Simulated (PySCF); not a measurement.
SiHF, SMILES F[SiH] (connectivity only; charge and spin as stated), neutral, multiplicity 1.

Coordinates come from a PBE0-D3(BJ)/def2-TZVPD optimisation. The isomer is the one that the SMILES or the coordinates give; other isomers of the formula were not compared.

Calculation: ωB97X/def2-TZVPD run with PySCF.

Symmetry labels are those of the subgroup Cs that the program uses (full group Cs).

Computed valence orbital energies around the gap with their symmetry:
```tsv
orbital	symmetry	energy (eV)
HOMO−7	A'	-102.89
HOMO−6	A'	-102.73
HOMO−5	A'	-35.87
HOMO−4	A'	-18.09
HOMO−3	A'	-15.51
HOMO−2	A"	-15.32
HOMO−1	A'	-14.04
HOMO	A'	-9.32
LUMO	A"	-0.53
LUMO+1	A'	1.66
LUMO+2	A'	2.34
LUMO+3	A'	3.28
```
